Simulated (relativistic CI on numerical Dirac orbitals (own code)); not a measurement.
**What each ingredient does to the levels of Tb XXXIII**

Base calculation: Dirac-Coulomb-Breit CI, separate exchange-only KLI orbitals for each configuration, QED by a radiative potential, unscaled Slater integrals.

Configurations in the expansion (outside the closed core [Ar] 3d10): 4s2 4p3, 4s 4p4, 4s2 4p2 4d, 4p5, 4s 4p3 4d, 4s2 4p2 4f, 4s 4p3 4f, 4p4 4d, 4s 4p2 4d2, 4s2 4p 4d 4f, 4p4 4f, 4p3 4d 4f, 4s2 4p2 5s, 4s 4p2 4f2, 4p4 5s, 4s2 4p2 5p, 4s 4p2 4d 5s, 4s2 4p 4f 5s, 4s 4p3 5s, 4s2 4p2 5d, 4s 4p3 5p, 4s2 4p2 5f, 4s2 4p2 5g, 4s 4p3 5d, 4p3 4f 5s, 4s2 4p2 6s, 4s 4p3 5f, 4s2 4p 4d2, 4s2 4d3, 4s 4p 4d3, 4s2 4d2 4f, 4s 4p 4d2 4f, 4s2 4d2 5s, 4p3 4d2, 4p2 4d3, 4p2 4d2 4f, 4p2 4d2 5s, 4s2 4p 4f2, 4s2 4d 4f2, 4s 4p 4d 4f2, 4s2 4f3, 4s 4p 4f3, 4s2 4f2 5s, 4p3 4f2, 4p2 4d 4f2, 4p2 4f3, 4p2 4f2 5s, 4s 4p2 4d 4f, 4s 4p 4d 4f 5s, 4s2 4p 4d 5s, 4s 4p 4d2 5s, 4s2 4d 4f 5s, 4s2 4d 5s2, 4p3 4d 5s, 4p2 4d 4f 5s, 4p2 4d 5s2, 4s 4p2 4f 5s, 4s 4p 4f2 5s, 4s 4p 4f 5s2, 4s2 4p 5s2, 4s 4p 4d 5s2, 4s2 4f 5s2. Double excitations out of closed p, d and f shells are left out; levels of such configurations are missing from the list, as are those of other unlisted configurations, and high levels can miss mixing partners. These lack a partner that the ground configuration has and come out too high: 4s2 4p2 5p, 4s2 4p2 5d, 4s 4p3 5p, 4s2 4p2 5f, 4s2 4p2 5g.

Variants: (1) one mean potential for all configurations. Shifts of the energy above 4s2 4p3 2P°_3/2, in cm⁻¹, for the lowest level and the first level of each name with at least 55 % of one term (blank where a level changes its place among those of its configuration and J or its character, or is not in the variant):

| Level | Base | Δ(1) |
| --- | --- | --- |
| 4s2 4p3 2P°_3/2 | 0 | 0 |
| 4s2 4p3 2D°_5/2 | 374939 | +12 |
| 4s2 4p3 2P°_1/2 | 421436 | +10 |
| 4s 4p4 4P_5/2 | 933103 | +161 |
| 4s2 4p2 4d 4D_1/2 | 1317901 | -1 |
| 4s2 4p2 4d 2P_1/2 | 1601916 | +7 |

At this charge energies of transitions that change n are usually good to better than 1 %, and those within a shell (Δn = 0) to a few per cent.

Ionisation energy from the two ground configurations alone: base 1300.89 eV. The NIST ASD value (theoretical) is 1301 eV.

LS names give the leading component of a level, which can be under half, so a name can repeat, a term be missing and a line seem to break the LS rules.
